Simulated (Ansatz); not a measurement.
Relaxation of Cl₂F₅W (8 atoms, charge 0, multiplicity 2), to a largest force component of 0.03 eV/Å in at most 50 steps.

Theory: UKS PBE/def2-SVP in Ansatz.

```xyz
8
Properties=species:S:1:pos:R:3:forces:R:3
W -0.036 -0.036 -0.247 0.04 0.04 0.21
Cl 0.649 0.651 3.204 0.09 0.09 -0.26
F 1.834 -0.187 -0.175 -0.02 0.00 0.00
F -0.186 1.834 -0.176 0.00 -0.02 0.00
F -1.761 -0.004 0.492 0.02 0.00 -0.01
F -0.005 -1.760 0.494 0.00 0.02 -0.01
F 0.090 0.089 -2.096 -0.01 -0.01 -0.02
Cl -0.584 -0.588 4.274 -0.12 -0.12 0.09
```

Problem. Where does it end, and by what steps?

Solution. The forces met the threshold. After 10 steps the energy has fallen by 1.340 eV; Cl2 moved furthest, 0.79 Å. Joined: W1–Cl2 (3.58 → 2.34 Å).

```csv
step,energy less start (eV),largest force component (eV/Å),accepted
0,0.0000,0.261,yes
1,-0.0545,0.364,yes
2,-0.1550,0.733,yes
3,-0.3728,1.253,yes
4,-0.7109,1.513,yes
5,-0.9971,1.811,yes
6,-1.2193,0.667,yes
7,-1.2908,0.314,yes
8,-1.3309,0.302,yes
9,-1.3396,0.112,yes
10,-1.3402,0.013,yes
```

```xyz
8
Properties=species:S:1:pos:R:3
W 0.108 0.108 0.211
Cl 0.654 0.656 2.417
F 1.921 0.069 -0.221
F 0.069 1.921 -0.222
F -1.703 0.167 0.624
F 0.166 -1.702 0.625
F -0.307 -0.308 -1.557
Cl -0.909 -0.911 3.892
```

Whether the end is a true minimum wasn't checked by a vibrational analysis.

The run took 57 s on 4 threads of Arm Neoverse V2, on a shared host, peak memory 0.32 GiB.
